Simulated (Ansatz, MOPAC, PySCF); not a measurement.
Complex: NH3 (SMILES N) (first 4 atoms) with HI (SMILES I); geometry from B3LYP-D3(BJ)/def2-TZVP.
(charge 0, multiplicity 1):
```tsv
atom	x (Å)	y (Å)	z (Å)
N	-0.0803	-0.0838	0.5171
H	0.1505	-0.9682	0.0788
H	-1.0025	0.2049	0.2112
H	0.5961	0.6136	0.2282
I	-0.0320	-0.4129	3.8603
H	-0.0567	-0.2442	2.1463
```

Counterpoise-corrected where a basis set is named; no monomer relaxation. Rows marked so take none.

Cores are frozen in the correlated methods. Filled d and f shells under p-block atoms count as core. CBS: X⁻³ extrapolation of the correlation energy, Hartree–Fock from the larger set. Rows in 3-21G, STO-3G carry no dispersion term and start afresh at each structure; the Pople sets are all-electron and without relativity. The state that AM1, PM3, PM6, PM7 reach isn't checked; PM7 holds dispersion and hydrogen-bond terms.

Codes used: Ansatz (a program for electronic structure) with Gaussian orbitals; MOPAC for AM1, PM3, PM6, PM7 (differences of heats of formation); PySCF for 3-21G rows, STO-3G rows, the dispersion terms.  In def2 rows elements past Kr take small-core potentials, without spin–orbit coupling.

Other levels give for the interaction energy: PBE/def2-TZVPPD -10.57; B3LYP/def2-TZVPPD -7.60; B3LYP-D3(BJ)/def2-TZVPPD -9.32; wB97M-V/def2-TZVPPD -7.86; CCSD(T)/CBS(def2-TZVPPD, def2-QZVPPD) -7.54 kcal/mol.

### Question
What do these common cheap choices give for the same quantity: AM1, PM3, PM6, PM7, HF/STO-3G (no counterpoise), HF/3-21G (no counterpoise), B3LYP/3-21G (no counterpoise)?

### Answer
AM1 -0.15; PM3 -19.64; PM6 -6.06; PM7 -8.27; HF/STO-3G (no counterpoise) -9.99; HF/3-21G (no counterpoise) -13.43; B3LYP/3-21G (no counterpoise) -20.48 kcal/mol. They span -20.48 to -0.15 kcal/mol.
